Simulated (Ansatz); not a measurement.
```yaml
crystal:
  periodic: [false, false, false]
  atoms:
    - {symbol: C, position_ang: [-0.069976, -0.410590, -0.393963]}
    - {symbol: Ge, position_ang: [0.842014, 0.242547, 1.248910]}
    - {symbol: H, position_ang: [-1.152732, -0.422076, -0.225737]}
    - {symbol: H, position_ang: [0.258968, -1.405579, -0.693181]}
    - {symbol: H, position_ang: [0.104250, 0.293009, -1.215314]}
    - {symbol: H, position_ang: [0.059577, 1.638689, 1.232985]}
basis:
  gaussian: {orbitals: aug-pcseg-2, nuclear_model: gaussian, point_charges: [{charge: 1.00, position_ang: [4.434, -0.137, -0.599]}]}
hamiltonian: {xc: {name: r2SCANh}}
output: {forces: true}
```

```sh
$ ansatz run in.yaml --threads 2 --pin off --events-out ev --progress --plain --max-ram 32768MiB --backend cpu
```

Output, abridged:

```
Functional definition: r2SCANh
893 factors; their error is unknown
mean field evaluation 1: about -57611.0047 eV, gradient 5.9e1 eV
mean field evaluation 2: about -57586.9027 eV, gradient 8.6e1 eV
mean field evaluation 4: about -57618.9546 eV, gradient 8.6e0 eV
mean field evaluation 8: about -57619.1232 eV, gradient 1.5e-1 eV
mean field evaluation 16: about -57619.2034 eV, gradient 4.3e-4 eV
mean field -57619.20335608 eV, -2117.4666676372 hartree, gradient 2.1e-5 eV, S^2 0.000000; 0 other end points of the search recorded, 0 dependent functions left out
reference -57619.20338502 eV, -2117.4666687006 hartree; 21, 21 occupied and 176, 176 virtual orbitals, 893 factors
Total energy: -57619.20338502 eV, -2117.4666687006 hartree
Atom 0 at    -0.069976    -0.410590    -0.393963 Å, force     0.002305    -0.322128     0.411502 eV/Å
Atom 1 at     0.842014     0.242547     1.248910 Å, force     0.102689     0.533811    -1.094291 eV/Å
Atom 2 at    -1.152732    -0.422076    -0.225737 Å, force     0.121901    -0.009644    -0.107476 eV/Å
Atom 3 at     0.258968    -1.405579    -0.693181 Å, force    -0.080962     0.084495     0.020868 eV/Å
Atom 4 at     0.104250     0.293009    -1.215314 Å, force     0.039595     0.107398     0.123001 eV/Å
Atom 5 at     0.059577     1.638689     1.232985 Å, force     0.171589    -0.379135     0.348556 eV/Å
Dipole moment:    -0.761989     0.001258     0.094942 e Å
```

Hardware: 2 threads of an AMD EPYC 7R13 on a shared host. Wall time 15 s, peak host memory 0.42 GiB.
